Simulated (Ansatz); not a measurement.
`[Br][AlH][Br]` and `[Br][GaH][Br]` differ in one element.

Ansatz, PBE0-D4/def2-TZVP geometries, multiplicity 1. 

Scalar relativity is left out up to krypton.

| property | `[Br][AlH][Br]` |
| --- | --- |
| LUMO energy (ωB97M-V/def2-TZVPP) / eV | 0.02 |
| HOMO–LUMO gap (PBE0/def2-TZVPP) / eV | 7.00 |
| zero-point energy (PBE0-D4/def2-TZVP) / kJ/mol | 24.0 |
| HOMO energy (PBE/def2-TZVPP) / eV | -7.38 |
| ideal-gas entropy at 298 K and 1 bar (rigid rotor, harmonic PBE0-D4/def2-TZVP) / J/(mol·K) | 312 |
| HOMO–LUMO gap (B3LYP/def2-TZVPP) / eV | 6.54 |

Task: What does the change do to each property? (Best estimate.)

Result: Ansatz gave: 
```
                                                                                  property  `[Br][GaH][Br]`  shift
                                                     LUMO energy (ωB97M-V/def2-TZVPP) / eV            -0.15  -0.17
                                                      HOMO–LUMO gap (PBE0/def2-TZVPP) / eV             6.63  -0.37
                                            zero-point energy (PBE0-D4/def2-TZVP) / kJ/mol             22.6   -1.4
                                                         HOMO energy (PBE/def2-TZVPP) / eV            -7.24   0.14
ideal-gas entropy at 298 K and 1 bar (rigid rotor, harmonic PBE0-D4/def2-TZVP) / J/(mol·K)              323     11
                                                     HOMO–LUMO gap (B3LYP/def2-TZVPP) / eV             6.11  -0.43
```

With PBE0 the HOMO rises by 0.15 eV and the LUMO falls by 0.23 eV, so the gap narrows by about 0.38 eV. PBE moves the HOMO by 0.14 eV and ωB97M-V by 0.15 eV.

B3LYP here is the variant with VWN-RPA as its local correlation; programs differ in this.

Spin–orbit coupling is left out; it splits and shifts lone-pair levels of the heavy atoms by tenths of an eV.
